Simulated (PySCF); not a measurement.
**A series of derivatives of C=CCC1=C(F)C1**

Parent skeleton `[CH2:1]=[CH:2][CH2:3][C:4]1=[C:5]([F:6])[CH2:7]1`; one hydrogen on atom 7 is replaced by X. Hydrogens on one atom are averaged.

- shieldings: GIAO PBE0/pcSseg-1
- geometry: GFN2-xTB
- program: PySCF 2.14
- single conformer, one averaged value for each set of equivalent atoms, relativity neglected, gas phase

Shifts are taken against calculated references (same method and geometry level): 13C and 1H against TMS; 19F vs CFCl3.

Parent (X = H): C1 123.4, C2 141.9, C3 33.9, C4 83.5, C5 151.9, F6 -154.6, C7 23.4, H(C1) 5.42, H(C2) 5.92 ppm. Effects are Δδ = δ(X) − δ(H), positive for deshielding.

**Question.** Give Δδ (ppm) for X = N(SiH3)2, ethynyl, OSiH3, nPr.

**Answer.** 
```tsv
X	SMILES	C1	C2	C3	C4	C5	F6	C7	H(C1)	H(C2)
N(SiH3)2	C=CCC1=C(F)[C@H]1N([SiH3])[SiH3]	+0.1	-1.2	-1.0	+18.9	+0.6	+12.5	+29.1	+0.06	+0.55
ethynyl	C#C[C@@H]1C(F)=C1CC=C	-0.5	-0.8	+0.4	+3.9	-3.9	-6.2	+0.5	+0.03	+0.59
OSiH3	C=CCC1=C(F)[C@H]1O[SiH3]	+0.7	+0.9	+1.2	+23.7	+10.8	+14.1	+39.4	+0.13	+0.51
nPr	C=CCC1=C(F)[C@@H]1CCC	-2.0	+2.3	-0.2	+9.9	+6.6	+4.2	+17.0	-0.11	+0.24
```

**Question.** Which position responds most, and to which substituents?

**Answer.** C7: from +0.5 ppm with ethynyl to +39.4 ppm with OSiH3.

Unscaled 19F shifts against computed CFCl3 carry errors that often reach 10 to 50 ppm.
